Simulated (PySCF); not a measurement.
Compound: C3H10N2Si.
Numbering: `[CH3:1][C@H:2]1[CH2:3][NH:4][SiH2:5][NH:6]1` (hydrogens: H7, H8, H9 on C1; H10 on C2; H11, H12 on C3; H13 on N4; H14, H15 on Si5; H16 on N6)

Computed, not measured: TDDFT PBE0/def2-SVPD, vertical, gas phase, core orbitals frozen in the response in PySCF. The structure is a single GFN2-xTB conformer in the gas phase; no vibrational or solvent corrections.

| state | E (eV) | E (kJ/mol) | λ (nm) | f | main configurations (H = HOMO, L = LUMO) |
| --- | --- | --- | --- | --- | --- |
| S1 | 5.67 | 547 | 218.6 | 0.012 | H→L (94%) |
| S2 | 5.77 | 556 | 215.0 | 0.014 | H-1→L (84%), H→L+1 (11%) |
| S3 | 6.00 | 579 | 206.7 | 0.0000 | H→L+1 (80%), H-1→L (12%) |
| S4 | 6.19 | 597 | 200.3 | 0.0061 | H-1→L+1 (86%) |
| S5 | 6.88 | 664 | 180.2 | 0.012 | H→L+2 (76%), H→L+3 (12%) |
| S6 | 7.00 | 675 | 177.2 | 0.014 | H→L+4 (58%), H-1→L+2 (15%) |

Triplets, Tamm–Dancoff:

```json
{"state": "T1", "E (eV)": "5.44", "λ (nm)": "228.0", "main configurations (H = HOMO, L = LUMO)": "H→L (88%)"}
{"state": "T2", "E (eV)": "5.47", "λ (nm)": "226.5", "main configurations (H = HOMO, L = LUMO)": "H-1→L (83%)"}
```

The lowest singlet lies at 5.67 eV (219 nm, ultraviolet) and is weak; its leading configuration is HOMO→LUMO (94%). The largest oscillator strength of a single state is 0.014. Löwdin shares by element: HOMO nitrogen 63%, carbon 13% or more (atoms not listed hold the other 24%); LUMO silicon 34%, hydrogen 33% or more (atoms not listed hold the other 34%). Weighted by f, the mean energy of these states is 6.31 eV. The listed states span 1.32 eV, and the widest gap between neighbours is 0.69 eV (S4 to S5). Of the 6 states listed, 4 reach f = 0.01 and 1 stays under 0.0005. The window holds the lowest 6 singlets.

Without π bonds the low states may be Rydberg-like; a valence basis with one diffuse set may place them up to an eV too high.
